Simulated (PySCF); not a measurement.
# Field gradients at the hydrogen positions

Species: C2H9PSi2.
Z-matrix (Å and degrees, GFN2-xTB geometry), rows numbered from 1:
```
Si
C   1  1.8830
C   2  1.3308  1  126.16
Si  3  1.8851  2  124.05  1  -179.23
P   4  2.2428  3  106.02  2     0.56
H   1  1.4636  2  109.19  3     3.59
H   1  1.4645  2  108.77  3   124.12
H   1  1.4656  2  108.86  3  -116.50
H   2  1.0891  1  116.49  3  -179.75
H   3  1.0836  2  118.80  1     0.12
H   4  1.4686  3  111.35  2   116.95
H   4  1.4712  3  110.22  2  -122.68
H   5  1.3831  4   95.34  3   -76.16
H   5  1.3818  4   95.05  3  -168.95
```

Level: PBE0/pcSseg-1 (PySCF, non-relativistic); Q(2H) = 0.00286 b; rigid geometry, the same for H and D, with no vibrational averaging.

Question: Rank these positions by the coupling χzz of a deuteron there, largest first.
A. H14 (P–H hydrogen)
B. H10 (vinylic hydrogen)
C. H11 (Si–H hydrogen)
D. H9 (vinylic hydrogen)

Answer: B (218 kHz), D (209 kHz), A (146 kHz), C (107 kHz).

What are Vzz, η and χzz (234.96 MHz × Q × Vzz) at all hydrogens?

```json
{"atom": "H6", "bonded to": "Si1", "bond length (Å)": "1.464", "Vzz (au)": "0.1623", "η": "0.02", "χzz (kHz)": "109"}
{"atom": "H7", "bonded to": "Si1", "bond length (Å)": "1.465", "Vzz (au)": "0.1616", "η": "0.01", "χzz (kHz)": "109"}
{"atom": "H8", "bonded to": "Si1", "bond length (Å)": "1.466", "Vzz (au)": "0.1611", "η": "0.01", "χzz (kHz)": "108"}
{"atom": "H9", "bonded to": "C2", "bond length (Å)": "1.089", "Vzz (au)": "0.3112", "η": "0.06", "χzz (kHz)": "209"}
{"atom": "H10", "bonded to": "C3", "bond length (Å)": "1.084", "Vzz (au)": "0.3244", "η": "0.04", "χzz (kHz)": "218"}
{"atom": "H11", "bonded to": "Si4", "bond length (Å)": "1.469", "Vzz (au)": "0.1588", "η": "0.02", "χzz (kHz)": "107"}
{"atom": "H12", "bonded to": "Si4", "bond length (Å)": "1.471", "Vzz (au)": "0.1570", "η": "0.01", "χzz (kHz)": "106"}
{"atom": "H13", "bonded to": "P5", "bond length (Å)": "1.383", "Vzz (au)": "0.2155", "η": "0.07", "χzz (kHz)": "145"}
{"atom": "H14", "bonded to": "P5", "bond length (Å)": "1.382", "Vzz (au)": "0.2176", "η": "0.07", "χzz (kHz)": "146"}
```

Average by the element that carries the hydrogen.

on Si: 108 kHz over 5 positions, mean bond length 1.467 Å; on C: 214 kHz over 2 positions, mean bond length 1.086 Å; on P: 146 kHz over 2 positions, mean bond length 1.382 Å.

A static deuteron (I = 1) shows a doublet split by (3/2)χ, (3/4)χ(1 + η) and (3/4)χ(1 − η) with the field along z, y and x of the gradient. What are these for H9?

With |χ| = 209.1 kHz and η = 0.060: 314, 166 and 147 kHz, to first order and without motion.

Isolated species at its GFN2-xTB geometry (one conformer only). GFN2-xTB bond lengths can be off by several hundredths of an ångström, more for odd bonds, and the gradients follow them. A larger basis could move these couplings by a tenth or more.
